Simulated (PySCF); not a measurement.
C₃H₆F₂Si, SMILES F[SiH2]C1(F)CC1.

Geometry: B3LYP-D3(BJ)/def2-SVP. The structure was generated by enumeration, and PubChem lists no compound with its InChIKey, so it may never have been made. One conformer was computed; it need not be the lowest.

Calculation: ωB97X/def2-TZVP in PySCF.

Symmetry labels are those of the subgroup Cs that the program uses (full group Cs).

Problem. List the valence orbital energies around the gap with their symmetry. (An estimate is asked for; the answer gives what the named calculation found.)

Solution. 
| orbital | symmetry | energy (eV) |
|---|---|---|
| HOMO−7 | A" | -15.20 |
| HOMO−6 | A' | -14.84 |
| HOMO−5 | A' | -14.40 |
| HOMO−4 | A" | -13.21 |
| HOMO−3 | A' | -13.18 |
| HOMO−2 | A" | -12.39 |
| HOMO−1 | A" | -10.76 |
| HOMO | A' | -10.71 |
| LUMO | A' | 1.98 |
| LUMO+1 | A' | 3.12 |
| LUMO+2 | A" | 3.77 |
| LUMO+3 | A' | 3.97 |
